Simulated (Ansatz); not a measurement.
CH7N3W (SMILES [CH3][W](=[NH])(=[NH])[NH2]) moved off its minimum; all values from Ansatz (an electronic-structure program), cores frozen in correlated methods. Elements past Kr take the def2 small-core potentials, without spin–orbit coupling.
(charge 0, multiplicity 1)
```xyz
12

W      0.18630    -0.00689     0.06410
N      0.91778    -1.40096     0.06694
H      1.67341    -2.09879    -0.12712
N      0.34888     1.15772    -1.35352
H      1.09229     1.49697    -1.98688
N     -1.93450    -0.43882    -0.11765
H     -2.66354     0.16219    -0.77015
H     -2.17283    -1.33522     0.18272
C      0.43043     0.95568     1.70220
H      1.51304     1.34832     1.98169
H      0.09434     0.41219     2.70011
H     -0.22701     1.95549     1.84854
```

Problem. Give the forces (eV/Å), the total energy and the dipole at CCSD(T)/def2-TZVPPD.

Solution. 
```json
[
 {"atom": "W1", "Fx": "-14.400", "Fy": "10.775", "Fz": "-6.884"},
 {"atom": "N2", "Fx": "9.634", "Fy": "-13.635", "Fz": "0.053"},
 {"atom": "H3", "Fx": "-1.236", "Fy": "0.636", "Fz": "0.225"},
 {"atom": "N4", "Fx": "2.260", "Fy": "-0.149", "Fz": "0.855"},
 {"atom": "H5", "Fx": "-0.877", "Fy": "-0.383", "Fz": "0.011"},
 {"atom": "N6", "Fx": "1.619", "Fy": "4.247", "Fz": "-1.745"},
 {"atom": "H7", "Fx": "2.654", "Fy": "-2.558", "Fz": "2.381"},
 {"atom": "H8", "Fx": "-1.175", "Fy": "-1.512", "Fz": "0.083"},
 {"atom": "C9", "Fx": "1.303", "Fy": "4.892", "Fz": "8.403"},
 {"atom": "H10", "Fx": "-1.861", "Fy": "-0.775", "Fz": "-0.543"},
 {"atom": "H11", "Fx": "0.766", "Fy": "0.483", "Fz": "-1.895"},
 {"atom": "H12", "Fx": "1.313", "Fy": "-2.020", "Fz": "-0.944"}
]
```
Energy -272.8304 hartree, dipole 1.98 D.
